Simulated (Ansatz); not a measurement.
FH₄NSSi, SMILES `N[SiH](F)S`, relaxed with RKS PBE0-D4/def2-TZVP in Ansatz from a PBE-D4/def2-SVP geometry. The force threshold is 0.005 eV/Å; the program also tests the step.

Charge 0, multiplicity 1.

Start:

```xyz
8

N    -1.113   -0.858   -0.030
Si    0.205    0.180   -0.371
F     1.670   -0.548   -0.564
S     0.401    1.448    1.349
H    -1.633   -1.327   -0.775
H    -1.203   -1.335    0.869
H    -0.077    0.859   -1.674
H     1.749    1.582    1.196
```

Task: By how much does the energy fall, and how many steps does the optimiser take? (An estimate is asked.)

Result: Ansatz gave: 1.52 kcal/mol, in 9 steps, 1 of them rejected.

Task: Which bonds change most? (Estimate.)

Result: Computed: Si2–F3 from 1.647 to 1.602 Å; Si2–S4 from 2.146 to 2.122 Å; N1–Si2 from 1.713 to 1.688 Å; S4–H8 from 1.363 to 1.344 Å.

Task: Give the relaxed structure. (Estimate.)

Result: Computed: 
```xyz
8

N    -1.086   -0.870   -0.035
Si    0.213    0.159   -0.356
F     1.634   -0.551   -0.559
S     0.409    1.413    1.345
H    -1.629   -1.290   -0.770
H    -1.208   -1.330    0.852
H    -0.056    0.853   -1.631
H     1.723    1.617    1.155
```
